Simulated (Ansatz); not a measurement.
Frontier orbitals of CH7B2Ga, SMILES `CB[BH][GaH2]`.

The species carries charge 0 and has multiplicity 1. Correlated methods include outer-core shells of Ga, which these sets cover unevenly. Scalar relativity is left out up to krypton. Geometry: relaxed with PBE0-D4/def2-TZVP. It is one conformer, not always the lowest. Basis def2-TZVPP, the Gaussian-basis code of Ansatz.

Orbital energies of one run (eV). Highest occupied ones, from the top: -7.02, -8.24, -8.45, -9.27, -10.92, -11.08, -11.56, -12.38, -14.41, -19.18, -22.31, -22.34, -22.48, -22.48. Empty: -2.04, -1.99, -0.91, 0.96, 1.26, 1.88.

**Question.** Which functional gave them?
A. B3LYP
B. BHLYP
C. PBE
D. CAM-B3LYP

**Answer.** A. HOMO energies: B3LYP -7.02, CAM-B3LYP -8.51, PBE -6.08, BHLYP -8.22 eV.

B3LYP here is the variant with VWN-RPA as its local correlation; programs differ in this.
